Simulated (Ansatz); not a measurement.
H12Au13⁺ (relaxed from a model of Au13(H)12, whose bonding it doesn't keep), 25 atoms. Hardware: 2 threads of AMD EPYC 7R13 on a shared host and a share (18 GiB) of an NVIDIA H100 80GB HBM3.

In the def2 sets Au takes a core potential; there is no spin–orbit coupling. Correlated methods freeze no core orbitals; core or outer-core shells of Au are correlated, in sets that lack core-valence functions. Single mean-field runs in def2-SVP, def2-TZVP are fitted with def2-universal-jkfit.

Q: How many basis functions does each of these Ansatz runs have, and roughly what does it cost? PBE-QIDH/def2-TZVP, charge 2 doublet at the geometry of the charge 1 singlet, energy, from earlier orbitals; PBE-QIDH/def2-TZVP, charge 1 singlet, energy and forces, from earlier orbitals; LC-ωPBE (ω = 0.20 bohr⁻¹)/def2-SVP, charge 1 singlet, energy, from earlier orbitals; PBE-QIDH/def2-TZVP, charge 0 doublet at the geometry of the charge 1 singlet, energy, from earlier orbitals; LC-ωPBE (ω = 0.20 bohr⁻¹)/def2-SVP, charge 2 doublet at the geometry of the charge 1 singlet, energy, from earlier orbitals; RPA@PBE/def2-SVP, charge 1 singlet, energy, from earlier orbitals; r2SCANh-D4/def2-TZVP, charge 1 singlet, energy, from earlier orbitals; LC-ωPBE (ω = 0.30 bohr⁻¹)/def2-SVP, charge 0 doublet at the geometry of the charge 1 singlet, energy, from earlier orbitals; r2SCAN-D4/def2-TZVP, charge 1 singlet, energy, from earlier orbitals; PBE-D4/def2-SVP, charge 1 singlet, relaxation, 58 steps; PBE0-D4/def2-TZVP, charge 0 doublet at the geometry of the charge 1 singlet, energy; LC-ωPBE (ω = 0.30 bohr⁻¹)/def2-SVP, charge 2 doublet at the geometry of the charge 1 singlet, energy, from earlier orbitals.

A: Other jobs shared the machine, so times can vary by a factor of up to 3.

| run | functions | fitting or Cholesky vectors | wall time | peak host memory (GiB) |
| --- | --- | --- | --- | --- |
| r2SCAN-D4/def2-TZVP, charge 1 singlet, energy, from earlier orbitals | 592 | 3427 | 8 s | 1.2 |
| r2SCANh-D4/def2-TZVP, charge 1 singlet, energy, from earlier orbitals | 592 | 3427 | 8.5 s | 1.2 |
| LC-ωPBE (ω = 0.20 bohr⁻¹)/def2-SVP, charge 1 singlet, energy, from earlier orbitals | 476 | 3427 | 13 s | 1.2 |
| RPA@PBE/def2-SVP, charge 1 singlet, energy, from earlier orbitals | 476 | 4856 | 13 s | 3.8 |
| LC-ωPBE (ω = 0.20 bohr⁻¹)/def2-SVP, charge 2 doublet at the geometry of the charge 1 singlet, energy, from earlier orbitals | 476 | 3427 | 14 s | 1.3 |
| LC-ωPBE (ω = 0.30 bohr⁻¹)/def2-SVP, charge 0 doublet at the geometry of the charge 1 singlet, energy, from earlier orbitals | 476 | 3427 | 15 s | 1.3 |
| LC-ωPBE (ω = 0.30 bohr⁻¹)/def2-SVP, charge 2 doublet at the geometry of the charge 1 singlet, energy, from earlier orbitals | 476 | 3427 | 17 s | 1.3 |
| PBE-QIDH/def2-TZVP, charge 0 doublet at the geometry of the charge 1 singlet, energy, from earlier orbitals | 592 | 3427 | 21 s | 4.7 |
| PBE0-D4/def2-TZVP, charge 0 doublet at the geometry of the charge 1 singlet, energy | 592 | 3427 | 22 s | 1.4 |
| PBE-QIDH/def2-TZVP, charge 2 doublet at the geometry of the charge 1 singlet, energy, from earlier orbitals | 592 | 3427 | 29 s | 4.7 |
| PBE-QIDH/def2-TZVP, charge 1 singlet, energy and forces, from earlier orbitals | 592 | 3427 | 36 s | 8.5 |
| PBE-D4/def2-SVP, charge 1 singlet, relaxation, 58 steps | 476 | 3427 | 5.1 min | 1.2 |
